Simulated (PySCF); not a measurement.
Run record: geometry optimisation, `c1c(B)coc1`.

Method: PBE0-D3(BJ)/def2-SVP geometry optimisation, gas phase (PySCF 2.14.0). Start geometry: GFN2-xTB. The input is one job of a driver script: a line of settings, then coordinates in Å.

Command:
```bash
OMP_NUM_THREADS=1 python probes_run.py task.json out
```

Input:
```
{"job": {"xc": "PBE0", "basis": "def2-SVP", "d3": "d3bj", "grid": 1, "shake": 0.01, "kind": "geom"}, "charge": 0, "multiplicity": 1}
B      1.967630    -0.126350     0.120300
C      0.419810    -0.077180    -0.028190
C     -0.547620     0.743340     0.660580
C     -1.719940     0.411110     0.198930
O     -1.655660    -0.565550    -0.745230
C     -0.359680    -0.834020    -0.866510
H      2.486910     0.611910     0.874260
H      2.588770    -0.835610    -0.542570
H     -0.305960     1.486810     1.433540
H     -2.741380     0.758050     0.446270
H     -0.094770    -1.598360    -1.567040
```

Output:
```
step   0  E = -254.97727738  max force = 0.082191
step   1  E = -254.98379425  max force = 0.015850
step   2  E = -254.98418803  max force = 0.005015
step   3  E = -254.98438715  max force = 0.004418
step   4  E = -254.98441392  max force = 0.004048
step   5  E = -254.98447971  max force = 0.001009
step   6  E = -254.98449546  max force = 0.001341
step   7  E = -254.98451053  max force = 0.000451
step   8  E = -254.98451451  max force = 0.000192
optimisation converged
```

Energies in Eh; «max force» is the largest Cartesian gradient component in Eh/bohr.

**Question.** Give the first gradient maximum in eV/Å.

**Answer.** With 1 Eh/bohr = 51.422 eV/Å, 4.226 eV/Å.

**Question.** How much energy does the optimisation release, in kJ/mol?

**Answer.** E(step 0) − E(last step) = 0.007237 Eh, which is 19.0 kJ/mol.

Summary of the converged run: final energy -254.98451 Eh after 8 steps; dipole 1.30 D.

**Question.** Give the final coordinates.

**Answer.** 0.042 Å rms from the input after alignment:
```
atom  x, y, z in Å
B1     2.1158    0.0886   -0.0722
C2     0.5921    0.0330   -0.0956
C3    -0.3952    0.8058    0.6260
C4    -1.6111    0.3584    0.2276
O5    -1.4661   -0.6371   -0.6911
C6    -0.1605   -0.8218   -0.8746
H7     2.7007    0.8782    0.6329
H8     2.7516   -0.6682   -0.7708
H9    -0.1980    1.5936    1.3502
H10   -2.6348    0.6216    0.4803
H11    0.1232   -1.5934   -1.5882
```

On one thread, Arm Neoverse N1 (aarch64), no GPU (shared host), this took 58 s and 0.45 GiB of memory at its peak.
Labels such as C1 count atoms from 1, the log's own numbers from 0.
